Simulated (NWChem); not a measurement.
System meant: C3H9B cation, doublet; SMILES of the neutral closed-shell parent CB(C)C

Input file for NWChem:

```
start job
memory heap 200 mb stack 900 mb global 1100 mb
charge 1
geometry units angstroms noautoz
  B     -0.001480     0.127097    -0.021396
  C     -0.001183     1.646224    -0.039430
  H      0.871316     2.071788    -0.561257
  H      0.059337     1.994090     1.011527
  H     -0.920552     2.079063    -0.464955
  C      1.254568    -0.896741    -0.000621
  H      1.692770    -0.623055    -0.981398
  H      1.157510    -1.981336     0.102102
  H      1.787151    -0.454636     0.866355
  C     -1.255645    -0.898222     0.022823
  H     -1.155954    -1.984213     0.106639
  H     -1.721849    -0.608404    -0.940490
  H     -1.761285    -0.468209     0.911851
end
basis spherical
  * library def2-svp
end
dft
  odft
  mult 3
  xc pbe0
  iterations 150
  mulliken
end
task dft energy
```

End of the output:

```
 Summary of "ao basis" -> "" (spherical)
 ------------------------------------------------------------------------------
       Tag                 Description            Shells   Functions and Types
 ---------------- ------------------------------  ------  ---------------------
 *                          def2-svp                  on all atoms

                                 NWChem DFT Module
                                 -----------------

 Summary of "ao basis" -> "ao basis" (spherical)
 ------------------------------------------------------------------------------
       Tag                 Description            Shells   Functions and Types
 ---------------- ------------------------------  ------  ---------------------
 B                          def2-svp                 6       14   3s2p1d
 C                          def2-svp                 6       14   3s2p1d
 H                          def2-svp                 3        5   2s1p

 Summary of "ao basis" -> "ao basis" (spherical)
 ------------------------------------------------------------------------------
       Tag                 Description            Shells   Functions and Types
 ---------------- ------------------------------  ------  ---------------------
 B                          def2-svp                 6       14   3s2p1d
 C                          def2-svp                 6       14   3s2p1d
 H                          def2-svp                 3        5   2s1p

  number of electrons :                   31
  multiplicity        :                    3
 ------------------------------------------------------------------------
  no. of electrons and multiplicity not compatible                  31
 ------------------------------------------------------------------------
 ------------------------------------------------------------------------
  current input line :
    29: task dft energy
 ------------------------------------------------------------------------
 ------------------------------------------------------------------------
 There is an error in the input file
 ------------------------------------------------------------------------
 For more information see the NWChem manual at https://nwchemgit.github.io

0: no. of electrons and multiplicity not compatible:Received an Error in Communication
```

### Question
What is wrong, and how is it mended?

### Answer
The program refused the input. Cause: the multiplicity doesn't fit the number of electrons (an even count wants an odd multiplicity, and the reverse). This input runs:
```
start job
memory heap 200 mb stack 900 mb global 1100 mb
charge 1
geometry units angstroms noautoz
  B     -0.001480     0.127097    -0.021396
  C     -0.001183     1.646224    -0.039430
  H      0.871316     2.071788    -0.561257
  H      0.059337     1.994090     1.011527
  H     -0.920552     2.079063    -0.464955
  C      1.254568    -0.896741    -0.000621
  H      1.692770    -0.623055    -0.981398
  H      1.157510    -1.981336     0.102102
  H      1.787151    -0.454636     0.866355
  C     -1.255645    -0.898222     0.022823
  H     -1.155954    -1.984213     0.106639
  H     -1.721849    -0.608404    -0.940490
  H     -1.761285    -0.468209     0.911851
end
basis spherical
  B library def2-svp
  C library def2-svp
  H library def2-svp
end
dft
  odft
  mult 2
  xc pbe0
  iterations 150
  mulliken
end
task dft energy
```
It converges to -143.95404 Ha (PBE0/def2-SVP, spin-unrestricted).
